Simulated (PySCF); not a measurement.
**B²⁺ (boron, charge +2): UHF calculation**

Configuration: [He] 2s1, 2S determinant. Computed with PySCF 2.14 in jorge-DZP-DKH, with scalar relativity by spin-free X2C-1e.

* Total energy: -23.380632 hartree
* One-electron energy: -27.7477 hartree
* Hartree (Coulomb) energy: 7.5977 hartree
* Exchange energy: -3.2306 hartree
* ⟨S²⟩: 0.7500
* ⟨L²⟩: 0.000
* Sum of ⟨r⟩: 2.289 bohr
* Sum of ⟨r²⟩: 3.427 bohr²
* Langevin diamagnetic susceptibility: -2.71 ×10⁻⁶ cm³/mol
* Time after the integrals: 0.03 s of wall time on 1 thread of Neoverse-V1 (shared host)

```tsv
shell	electrons	mean orbital energy (hartree)	rms radius, mean of both spins (bohr)
1s α	1	-8.84327	0.377
1s β	1	-8.78077	0.377
2s α	1	-1.38946	1.77
```
